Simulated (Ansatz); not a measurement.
Ansatz (a program for electronic structure) input for BH, SMILES [BH] (connectivity only; charge and spin as stated), neutral, multiplicity 1, PBE0-D3(BJ)/def2-TZVPD. 

Ansatz 0.2 input:
```yaml
crystal:
  periodic: [false, false, false]
  atoms:
    - {symbol: B, position_ang: [0.00000000, 0.00000000, -0.19423813]}
    - {symbol: H, position_ang: [0.00000000, 0.00000000, 0.97119066]}
basis:
  gaussian:
    orbitals: def2-TZVPD
hamiltonian:
  xc: pbe0
  dispersion: d3bj
relax: {f_tol: 0.002, max_steps: 200}
```

Output:

```
WARN ansatz: RAYON_NUM_THREADS=1 ignored (pool sized by the plan → 1); use --threads N
Functional definition: PBE0
integrals: 0.00 GiB planned
216 factors; their error is unknown
mean field: 0.07 GiB planned
mean field evaluation 1: about -686.7695 eV, gradient 7.1e0 eV
mean field evaluation 2: about -686.9549 eV, gradient 1.8e0 eV
mean field evaluation 4: about -686.9672 eV, gradient 5.2e-2 eV
mean field evaluation 8: about -686.9620 eV, gradient 8.8e-4 eV
mean field -686.96201022 eV, -25.2453882358 hartree, gradient 8.9e-6 eV, S^2 0.000000; 0 other end points of the search recorded, 0 dependent functions left out
the calculation of the forces begins
reference -686.96203323 eV, -25.2453890818 hartree; 3, 3 occupied and 43, 43 virtual orbitals, 216 factors
relax step   1: F+E_penalty+E_count = -686.96847669 eV  Δ(F+E_penalty+E_count) = +0.000e0 eV  max|allowed force component| = 1.697e0 eV/Å  Δτ_max = 0.0000 Å  (21 SCF iters, accepted)
these checks for a lower state are left out or cut short: starts, cluster_reference, orbital_swaps, neighbouring_geometries, increment
integrals: 0.00 GiB planned
216 factors; their error is unknown
mean field: 0.07 GiB planned
mean field evaluation 16: about -687.0137 eV, gradient 2.6e-5 eV
mean field -687.01367982 eV, -25.2472870588 hartree, gradient 2.1e-5 eV, S^2 0.000000; 0 other end points of the search recorded, 0 dependent functions left out
the calculation of the forces begins
reference -687.01370285 eV, -25.2472879052 hartree; 3, 3 occupied and 43, 43 virtual orbitals, 216 factors
relax step   2: F+E_penalty+E_count = -687.02016565 eV  Δ(F+E_penalty+E_count) = -5.169e-2 eV  max|allowed force component| = 5.876e-1 eV/Å  Δτ_max = 0.0231 Å  (26 SCF iters, accepted)
these checks for a lower state are left out or cut short: starts, cluster_reference, orbital_swaps, neighbouring_geometries, increment
integrals: 0.00 GiB planned
216 factors; their error is unknown
mean field: 0.07 GiB planned
mean field -687.02205160 eV, -25.2475947159 hartree, gradient 2.3e-5 eV, S^2 0.000000; 0 other end points of the search recorded, 0 dependent functions left out
the calculation of the forces begins
reference -687.02207469 eV, -25.2475955644 hartree; 3, 3 occupied and 43, 43 virtual orbitals, 216 factors
relax step   3: F+E_penalty+E_count = -687.02855745 eV  Δ(F+E_penalty+E_count) = -8.392e-3 eV  max|allowed force component| = 5.743e-2 eV/Å  Δτ_max = 0.0133 Å  (26 SCF iters, accepted)
these checks for a lower state are left out or cut short: starts, cluster_reference, orbital_swaps, neighbouring_geometries, increment
integrals: 0.00 GiB planned
216 factors; their error is unknown
mean field: 0.07 GiB planned
mean field evaluation 32: about -687.0221 eV, gradient 3.3e-4 eV
mean field -687.02213732 eV, -25.2475978663 hartree, gradient 6.6e-6 eV, S^2 0.000000; 0 other end points of the search recorded, 0 dependent functions left out
the calculation of the forces begins
reference -687.02216042 eV, -25.2475987151 hartree; 3, 3 occupied and 43, 43 virtual orbitals, 216 factors
relax step   4: F+E_penalty+E_count = -687.02864618 eV  Δ(F+E_penalty+E_count) = -8.873e-5 eV  max|allowed force component| = 6.535e-4 eV/Å  Δτ_max = 0.0016 Å  (22 SCF iters, accepted)
integrals: 0.00 GiB planned
216 factors; their error is unknown
mean field: 0.07 GiB planned
mean field -687.02213732 eV, -25.2475978663 hartree, gradient 7.2e-6 eV, S^2 0.000000; 1 other end points of the search recorded, 0 dependent functions left out
the calculation of the forces begins
reference -687.02216042 eV, -25.2475987151 hartree; 3, 3 occupied and 43, 43 virtual orbitals, 216 factors
Total energy: -687.02866928 eV, -25.2478379114 hartree
Atom 0 at     0.000000     0.000000    -0.232119 Å, force    -0.000000     0.000000     0.000654 eV/Å
Atom 1 at    -0.000000    -0.000000     1.009072 Å, force     0.000000    -0.000000    -0.000654 eV/Å
Dipole moment:    -0.000000    -0.000000     0.326127 e Å
```

Self-consistency was reached.
